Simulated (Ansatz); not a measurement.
Mulliken charges of `BN[SiH](F)F` from ωB97M-V/def2-TZVPP in Ansatz (PBE0-D4/def2-TZVP geometry).

```tsv
atom	x (Å)	y (Å)	z (Å)	charge (e)
B1	-0.263	0.783	1.316	-0.152
N2	-0.382	-0.306	0.437	-0.201
Si3	0.371	-0.404	-1.099	0.741
F4	1.340	-1.658	-1.152	-0.294
F5	-0.720	-0.673	-2.217	-0.294
H6	-0.826	0.757	2.370	0.056
H7	0.405	1.719	0.985	0.055
H8	-0.952	-1.086	0.737	0.121
H9	1.116	0.822	-1.396	-0.032
```

Task: By hand: the dipole of these point charges (1 e Å = 4.8032 D).

Result: Σ q r = (0.035, 0.308, 0.209) e Å, of length 0.374 e Å = 1.80 D.

Task: How does the dipole of the full density compare? (An estimate is asked.)

Result: The calculation gave: (-0.093, 0.004, 0.162) e Å, 0.90 D; the point charges give 2.00 times that, at 63° from its direction.

Point charges leave out the atoms' own dipoles, such as those of lone pairs, and Mulliken's split depends on the basis, so the two needn't agree.
